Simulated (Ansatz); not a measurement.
Species: ZnI, net charge 1, singlet state. 
Coordinates optimised at B3LYP-D3(BJ)/def2-TZVP (Ansatz, an electronic-structure program):
```
Zn
I 1 2.4056
```
Charge +1, spin multiplicity 1.

Total electronic energies in hartree. Valence correlation only, unless marked. Spin-orbit coupling is left out. The frozen core is the preceding noble-gas configuration, with the filled d and f shells of earlier blocks. Past Kr the def2 sets carry scalar-relativistic core potentials. CBS(X,Y): correlation extrapolated as X^-3; Hartree-Fock from the larger set.

```tsv
level	program	energy (Eh)
HF/def2-SVP	Ansatz	-2073.96881
HF/def2-QZVPPD	Ansatz	-2074.26576
PBE/def2-TZVPD	Ansatz	-2076.54363
revPBE-D4/def2-TZVPD	Ansatz + dftd4	-2076.75157
r2SCAN/def2-TZVPD	Ansatz	-2076.91851
r2SCANh/def2-TZVPD	Ansatz	-2076.89376
HSE06-D3(BJ)/def2-TZVPD	Ansatz + dftd3	-2076.58718
RI-MP2/def2-TZVPP	Ansatz	-2074.82082
SCS-MP2/def2-TZVPPD	Ansatz	-2074.76544
SCS-MP2/def2-QZVPPD	Ansatz	-2074.85891
CCSD/def2-SVPD	Ansatz	-2074.34177
CCSD/CBS(def2-TZVPP,def2-QZVPP)	Ansatz	-2074.9184
CCSD/CBS(def2-TZVPPD,def2-QZVPPD)	Ansatz	-2074.9178
CCSD(T)/CBS(def2-TZVPP,def2-QZVPP)	Ansatz	-2074.9462
CCSD(T)/CBS(def2-TZVPPD,def2-QZVPPD)	Ansatz	-2074.9456
```

Totals of different functionals don't rank their quality; only differences between species are comparable.
